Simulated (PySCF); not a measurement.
## Working with the constants of NaHg

UHF-CCSD(T) constants of NaHg, ²Σ⁺ (doublet), unpaired electrons σ ↑ (basis Na def2-SVPD, Hg def2-SVPD with ECP60; scalar-relativistic core potentials; PySCF 2.14; masses 22.9898 and 201.9706 u):

```
ωe              : 45.8 cm⁻¹
ωexe            : 2.07 cm⁻¹
Be              : 0.062459 cm⁻¹
αe              : 0.00236 cm⁻¹
D (centrifugal) : 4.64e-07 cm⁻¹
De to Na + Hg   : 0.047 eV
```

Problem. Give the vibrational terms G(v) and spacings up to v = 2.

Solution. G(v) = ωe(v+½) − ωexe(v+½)².

```csv
v,G(v) (cm⁻¹),G(v) − G(v−1),Bv (cm⁻¹)
0,22,,0.06128
1,64,42,0.05892
2,102,38,0.05656
```

Problem. How well does the Morse estimate ωe²/(4ωexe) reproduce De, and what is D0?

Solution. It gives 0.031 eV, 67 % of the computed De. D0 = De − G(0) = 0.047 − 0.003 = 0.044 eV.

Correlated steps freeze 1 core orbital. The bond is weak. Basis-set superposition, not corrected here, can be much of De in a small basis, most of all at correlated wavefunction levels. Spin–orbit coupling is left out. The state was picked by a PBE0 search and need not be the measured ground state.
